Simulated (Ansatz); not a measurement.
The same path of CH₅B₂F (9 atoms, charge 0, multiplicity 1) was run twice with different band settings. The coordinate that changes most is the dihedral H6–B1–C2–B3.

The calculation used RKS PBE0-D4/def2-SVP in Ansatz.

Relaxed end points:

```xyz
9
Properties=species:S:1:pos:R:3
B -0.303 1.183 -0.469
C 0.549 0.138 0.302
B -0.179 -1.241 0.214
F -0.734 -1.768 1.296
H -0.451 1.081 -1.666
H -0.853 2.095 0.105
H 1.459 -0.024 -0.309
H 0.790 0.412 1.338
H -0.279 -1.876 -0.812
```

```xyz
9
Properties=species:S:1:pos:R:3
B -0.302 1.184 -0.470
C 0.548 0.139 0.303
B -0.179 -1.241 0.214
F -0.729 -1.771 1.296
H -0.856 2.093 0.104
H -0.447 1.082 -1.668
H 1.459 -0.025 -0.305
H 0.787 0.413 1.340
H -0.281 -1.873 -0.814
```

Common settings: spring 5.0 eV/Å²; optimiser quadratic models (default); start path through a guess of the saddle point; force threshold 0.03 eV/Å; iteration limit 60; end points relaxed.

| run | movable images | climbing image |
| --- | --- | --- |
| 1 | 5 | yes |
| 2 | 2 | no |

Q: What does each run give, and how far can it be trusted?

A: Run 1: converged after 15 iterations, highest image 0.121 eV above the first end. A vibrational analysis at the climbing image gives one clearly imaginary mode, 250i cm⁻¹: a first-order saddle point.
Run 2: converged after 18 iterations, highest image 0.110 eV above the first end. No image climbed, so the highest image needn't sit at the top of the path. So few images can step over the top or miss a turn of the path.
